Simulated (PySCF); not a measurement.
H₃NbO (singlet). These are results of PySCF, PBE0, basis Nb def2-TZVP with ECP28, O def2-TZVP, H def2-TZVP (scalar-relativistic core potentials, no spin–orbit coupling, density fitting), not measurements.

Harmonic bands of its minimum:

```
ω (cm⁻¹)  IR (km/mol, summed over degenerate members)  degeneracy
     585                                          0.3           2
     623                                          122           1
     726                                          201           2
    1083                                          204           1
    1822                                          721           2
    1848                                         65.9           1
```

Q: The central atom is Nb. Infer the point group and assign the bands.

A: C3v. The modes span 3e + 3a1: 585 e, 623 a1, 726 e, 1083 a1, 1822 e, 1848 a1. The computed geometry has Nb–H 1.771 Å (×3), Nb–O 1.669 Å; H–Nb–H 115.4° (×3), H–Nb–O 102.6° (×3).

Stability towards spin polarisation was not tested. Only a few start shapes were tried, so a lower isomer may exist.
